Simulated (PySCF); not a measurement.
# C₃H₅, SMILES `[CH2]C=C` (H–C–C–C torsion 0°) (charge 0, multiplicity 2)

These are PySCF with PBE0-D4/def2-TZVP values and carry that method's errors.

| Quantity | Result |
|---|---|
| highest occupied spin orbital | -5.89 eV |
| dipole moment | 0.06 D |
| total energy | -3187.96 eV |
| cost | very roughly 27 core-seconds |

```xyz
8

C      1.2110    -0.0865     0.2085
C      0.0153     0.3550    -0.3151
C     -1.2216    -0.1586     0.0090
H      1.2383    -0.8940     0.9319
H      2.1540     0.3562    -0.0842
H      0.0504     1.1682    -1.0369
H     -1.3187    -0.9697     0.7222
H     -2.1287     0.2293    -0.4354
```
Charge 0, spin multiplicity 2.
